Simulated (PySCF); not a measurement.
## [TiCl4]-: angle to the S4 axis varied

[TiCl4]-: Ti(III) (d1), charge -1. The structure is a model geometry with rigid ligands and bond lengths from ionic radii, not a minimum; coordination tetrahedral, point group Td, metal–donor distances 2.26 Å.

```
5

Ti    0.0000    0.0000    0.0000
Cl    1.3048    1.3048    1.3048
Cl   -1.3048   -1.3048    1.3048
Cl   -1.3048    1.3048   -1.3048
Cl    1.3048   -1.3048   -1.3048
```

Method (PySCF 2.14, density fitting): CASSCF(1,5) with orbitals averaged over all microstates of the shell, strongly contracted NEVPT2 on the averaged canonical orbitals; basis x2c-TZVPall on the metal, x2c-SVPall elsewhere; spin-free X2C; IEF-PCM water; spin-orbit coupling by state interaction with the mean-field operator over all roots.

The angle between each bond and z is 54.7° in a regular tetrahedron, less in an elongated one and 90° in a plane.

```
angle to the S4 axis  group         ground  next state (NEVPT2) / cm⁻¹  orbital energies above the lowest (NEVPT2 fit) / cm⁻¹  μeff(300 K) / μB
               45.0°    D2d  2B1 (from 2E)          2A1 (from 2E) 1772                                  0 1772 2981 9676 9676              1.78
               50.0°    D2d  2B1 (from 2E)           2A1 (from 2E) 988                                   0 988 4545 7999 7999              1.77
               54.7°     Td             2E                    2T2 6285                                     0 0 6285 6285 6285              1.76
               60.0°    D2d  2A1 (from 2E)          2B1 (from 2E) 1322                                  0 1322 5617 5617 9864              1.76
               65.0°    D2d  2A1 (from 2E)          2B1 (from 2E) 2692                                 0 2692 5085 5085 13648              1.77
               72.0°    D2d              ?                           ?                                                      ?                 ?
               80.0°    D2d            2A1                     2E 3950                                 0 3950 3950 6375 24633              1.78
               90.0°    D4h           2A1g                    2Eg 3731                                 0 3731 3731 7349 27695              1.79
```

Task: Fill in the row at 72.0°.

Result: ground: 2A1; next state (NEVPT2) / cm⁻¹: 2E 4447; orbital energies above the lowest (NEVPT2 fit) / cm⁻¹: 0 4447 4447 4568 19122; μeff(300 K) / μB: 1.78.

At 54.7° the ground state is orbitally degenerate, so the regular structure would distort there (Jahn–Teller).

Charge-transfer states lie outside this active space and may come lower than some of these levels. NEVPT2 on the d shell alone tends to put d–d bands too high for such charged or covalently bound ions.
